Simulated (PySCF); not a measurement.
## [Nd(NH3)3]3+ at several levels of theory

Computed with PySCF 2.14.0 (density fitting, no spin-orbit coupling) at the geometry relaxed with PBE0:

```xyz
13
[Nd(NH3)3]3+ (singlet in the valence; each metal's 4f electrons, 3 of them, lie in its core potential, out of spins and levels)
Nd    0.0000    0.0000    0.7373
N     2.3556   -0.0005   -0.0174
H     3.0423   -0.2715    0.7112
H     2.5869   -0.6413   -0.7981
H     2.7237    0.9092   -0.3496
N    -1.1774    2.0402   -0.0174
H    -1.2860    2.7705    0.7112
H    -0.7380    2.5610   -0.7981
H    -2.1493    1.9042   -0.3496
N    -1.1782   -2.0398   -0.0174
H    -1.7563   -2.4989    0.7112
H    -1.8488   -1.9196   -0.7981
H    -0.5744   -2.8134   -0.3496
```

| level | basis | state | HOMO (eV) | gap (eV) | charge on Nd1 (e) | population of f-type functions on Nd1 (polarisation alone where 4f lies in the core) | dipole about the centre of mass (D) | largest force component (eV/Å) |
| --- | --- | --- | --- | --- | --- | --- | --- | --- |
| PBE0 | Nd lcecp-1-SVP with ECP49, N def2-SVP, H def2-SVP | singlet | -24.29 | 7.94 | 1.85 | 0.04 | 2.27 | 0.01 |
| PBE | the same | singlet | -22.77 | 5.53 | 1.72 | 0.03 | 2.47 | 0.36 |
| PBE0 | Nd lcecp-1-TZVP with ECP49, N def2-TZVP, H def2-TZVP | singlet | -24.19 | 7.98 | 2.13 | 0.05 | 2.28 | 0.35 |

In the lcecp rows the 4f levels are missing from HOMO and gap, and the state counts the valence alone.

Charges are Mulliken's, which hang on the basis. The relaxation used the grid (50, 194), these runs (75, 302) or, all-electron (x2c bases, spin-free X2C Hamiltonian), (99, 590).

Q: What does BLYP with Nd lcecp-1-SVP with ECP49, N def2-SVP, H def2-SVP give here?

A: state singlet, HOMO (eV) -22.61, gap (eV) 5.37, charge on Nd1 (e) 1.70, population of f-type functions on Nd1 (polarisation alone where 4f lies in the core) 0.03, dipole about the centre of mass (D) 2.44, largest force component (eV/Å) 0.40. Time: 6.7 s on 2 threads of Arm Neoverse V2, with other jobs on the host, from an already converged density.

In the first row's basis the gap widens with exact exchange: 5.4 to 5.5 eV for BLYP, PBE (none); 7.9 eV for PBE0 (a fixed share).

A frequency check found unstable modes (3, the lowest at -14 cm⁻¹), so the relaxed geometry is a saddle point, or these are noise. An lcecp potential fixes the number of 4f electrons, so in runs with it no electron can move into or out of that shell.
